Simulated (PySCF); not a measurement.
**NMR parameters from quadrupole coupling constants**

Species: C4H3F3N2OS.
Atom-mapped SMILES: `[CH3:1][O:2][c:3]1[n:4][n:5][s:6][c:7]1[C:8]([F:9])([F:10])[F:11]` (hydrogens: H12, H13, H14 on C1)

Structure used (GFN2-xTB), in Å, numbered top down from 1:
```xyz
14
C4H3F3N2OS angstrom
C      2.257   -0.822   -0.116
O      0.838   -0.802   -0.201
C      0.255    0.340    0.116
N      0.924    1.444    0.497
N      0.189    2.437    0.759
S     -1.412    2.162    0.578
C     -1.125    0.545    0.097
C     -2.168   -0.442   -0.269
F     -2.026   -0.898   -1.524
F     -2.155   -1.522    0.528
F     -3.403    0.076   -0.189
H      2.583   -0.611    0.904
H      2.692   -0.081   -0.790
H      2.551   -1.826   -0.411
```

Computed at PBE0/pcSseg-1 (PySCF, non-relativistic):

```
atom             environment  nucleus  spin I    Q (b)  CQ = χzz (MHz)      η
  O2       aryl ether oxygen      17O     5/2  -0.0256         -11.393  0.661
  N4  pyridine-type nitrogen      14N       1  0.02044          -5.138  0.120
  N5  pyridine-type nitrogen      14N       1  0.02044          -5.000  0.339
  S6             ring sulfur      33S     3/2  -0.0678         -32.509  0.322
```

**Question.** Work back to Vxx, Vyy and Vzz; CQ/MHz = 234.96 (Q/b)(Vzz/au).

**Answer.** Vxx = −Vzz(1 − η)/2 and Vyy = −Vzz(1 + η)/2, in au:

```tsv
atom	Vxx (au)	Vyy (au)	Vzz (au)	Vzz (10²¹ V/m²)
O2	-0.321	-1.573	1.894	18.41
N4	0.471	0.599	-1.070	-10.40
N5	0.344	0.697	-1.041	-10.12
S6	-0.691	-1.349	2.041	19.83
```

**Question.** Give the quadrupolar product PQ = |CQ|√(1 + η²/3), the quadrupolar frequency νQ = 3|CQ|/[2I(2I − 1)] and the Larmor frequency ν0 = |g| × 7.62259 MHz/T × B at 28.2 T, with g(17O) = −0.75752, g(14N) = 0.40376, g(33S) = 0.42921.

**Answer.** 
```csv
atom,PQ (MHz),νQ (MHz),ν0 (MHz),νQ/ν0
O2,12.19,1.709,162.83,0.010
N4,5.151,7.707,86.79,0.089
N5,5.095,7.501,86.79,0.086
S6,33.07,16.25,92.26,0.176
```

For O2: PQ = 11.39 × 1.0704, νQ = 11.39 × 0.1500, ν0 = 5.7742 MHz/T × 28.2 T.

**Question.** Second-order quadrupolar shift of the central transition's centre of gravity (half-integer spins, νQ < ν0/10) at 28.2 and 35.2 T.

**Answer.** δ = −(3/40)(PQ/ν0)² [I(I + 1) − 3/4]/[I²(2I − 1)²], in ppm:

```csv
site,28.2 T,35.2 T
17O at O2,-33.7,-21.6
```

**Question.** Quadrupolar 1/T1 and linewidth for τc = 1 ps (extreme narrowing, isotropic tumbling)?

**Answer.** 1/T1 = 1/T2 = (3π²/10)(2I + 3)/[I²(2I − 1)] × PQ² × τc; the width is 1/(πT2).

```csv
site,spin factor (2I + 3)/[I²(2I − 1)],1/T1 (s⁻¹),T1 (ms),linewidth (Hz)
17O at O2,0.320,141,7.1,44.9
14N at N4,5.000,393,2.55,125
14N at N5,5.000,384,2.6,122
33S at S6,1.333,4320,0.232,1370
```

The structure is a single GFN2-xTB conformer in the gas phase; no vibrational or solvent corrections. GFN2-xTB bond lengths can be off by several hundredths of an ångström, more for odd bonds, and the gradients follow them. With a basis this small, the couplings can be 20 % off.

These values come from a run that also computed NMR shieldings. The run took 36 s of wall time on an Arm Neoverse V1 with one thread, shared host with 64 logical CPUs at a one-minute load of 16, and the process peaked at 0.92 GiB of memory.
